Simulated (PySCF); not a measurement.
**Polarisability and C₆ of Cr (chromium, neutral)**

[Ar] 3d4 4s2, high-spin 5D determinant (an excited configuration). Calculation: PySCF 2.14, in def2-QZVPPD; the non-relativistic Hamiltonian (point nucleus). Coupled (time-dependent) response in atomic units; α is the mean over directions.

```csv
method,mean α (bohr³),"α xx, yy, zz",C₆ (like pair),S(−4)
CAM-B3LYP,80.43,"81.72, 81.72, 77.84",805.1,3469
```

S(−4) is the Cauchy moment in α(ω) = α(0) + S(−4) ω² + …

α(iu) at CAM-B3LYP:

```tsv
u (hartree)	α(iu) (bohr³)
0	80.43
0.0500	72.73
0.100	57.16
0.200	32.24
0.300	19.70
0.500	9.824
0.750	5.697
1.00	3.937
1.50	2.346
2.00	1.596
3.00	0.8892
5.00	0.3964
```

A single London oscillator, α(iu) = α/(1 + u²/ω²), gives C₆ = (3/4) ω α². Matching the computed C₆ needs ω = 4 × 805.1 / (3 × 80.43²) = 0.166 hartree.

The components differ because the open shell of this determinant is not spherical; for a pure term their mean is the scalar polarisability.
